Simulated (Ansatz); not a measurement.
Consider the cleavage of the Ge–Si bond: `Cl[SiH](Cl)[GeH3]` + `OCS` → `OC[S][GeH3]` + `Cl[SiH2]Cl`.

Computed with Ansatz on PBE0-D4/def2-TZVP structures; ΔE is electronic, products minus reactants. CCSD(T)/CBS is the MP2 limit (def2-TZVPP, def2-QZVPP) plus CCSD(T) − MP2 in def2-TZVPP, frozen cores. DFT in def2-TZVPP. B3LYP here is the variant with VWN-RPA as its local correlation; programs differ in this. For Ge outer-core shells are correlated without core-valence functions, which leaves a few kJ/mol of doubt a bond. Scalar relativity is left out up to krypton. Each species was taken in one conformer, which may not be the lowest.

Q: Is it downhill or uphill in electronic energy at CCSD(T)/CBS, and by how much? (Estimate.)

A: The calculation gave: Downhill: ΔE = -34.4 kJ/mol.

Q: What do these levels give: PBE0-D4, B3LYP-D4, ωB97X-V, r2SCAN, B3LYP, HF/def2-TZVPP, MP2/def2-TZVPP, SCS-MP2/def2-TZVPP, CCSD/def2-TZVPP, HF/def2-QZVPP, SCS-MP2/def2-QZVPP, MP2/CBS(def2)? (An estimate is asked.)

A: The calculation gave: PBE0-D4 -30.1, B3LYP-D4 -32.9, ωB97X-V -33.7, r2SCAN -34.8, B3LYP -33.3, HF/def2-TZVPP -43.2, MP2/def2-TZVPP -40.7, SCS-MP2/def2-TZVPP -40.9, CCSD/def2-TZVPP -34.7, HF/def2-QZVPP -43.1, SCS-MP2/def2-QZVPP -40.6, MP2/CBS(def2) -39.5 kJ/mol.

Largest T1 diagnostic among the species: 0.012.
